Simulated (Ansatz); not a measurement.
Bend profile

GaHICl (SMILES [Cl][GaH][I]), closed shell, at its PBE0-D4/def2-TZVP minimum:

```xyz
4
angstrom
Cl -2.0088 -0.0365 -0.4875
Ga 0.0746 0.1912 -0.0866
I 1.1709 -1.6987 1.0624
H 0.8187 1.4837 -0.5086
```

The angle Cl1–Ga2–H4 (120.4° at the minimum) is set to the values below, Cl1, with anything bonded beyond it, turning rigidly in the plane of the angle. Each method's energies count from its own value at the PBE0-D4 minimum structure. Ansatz 0.2.0; basis: def2-TZVPP; cores frozen in the correlated methods. Filled d shells of the heavier atoms are correlated. Core potentials replace the inner electrons of the atoms past krypton. The def2 sets are not built for correlating such inner shells, so the correlated values are less sure here. B3LYP uses VWN-RPA correlation.

| angle (°) | CCSD(T) (kcal/mol) | PBE0-D4 (kcal/mol) | B3LYP-D4 (kcal/mol) |
| --- | --- | --- | --- |
| 90.4 | 13.38 | 13.13 | 13.07 |
| 97.9 | 7.33 | 7.25 | 7.17 |
| 105.4 | 3.18 | 3.20 | 3.13 |
| 112.9 | 0.76 | 0.81 | 0.76 |
| 120.4 | 0.00 | 0.00 | 0.00 |
| 127.9 | 0.97 | 0.83 | 0.92 |
| 135.4 | 3.92 | 3.56 | 3.79 |
| 142.9 | 9.40 | 8.69 | 9.15 |
| 150.4 | 18.50 | 17.33 | 18.15 |

Minimum and curvature along this coordinate at CCSD(T): A fifth-order fit through the nearest points gives 120.0°, with a curvature of about 1.3 meV/deg².

Largest difference from the CCSD(T) curve over the scan: PBE-D4 1.68; r2SCAN-D4 0.48; wB97M-V 1.21; HF 3.05 kcal/mol. Each curve counts from its own value at the minimum.

The T1 diagnostic stays at or below 0.011.

For scale, one of the runs: CCSD(T)/def2-TZVPP, 154 basis functions (an equivalent command: `ansatz run in.yaml --threads 4`). Time: 5.5 s of wall clock on 4 CPU threads; the host was shared. Peak host memory: 0.87 GiB.
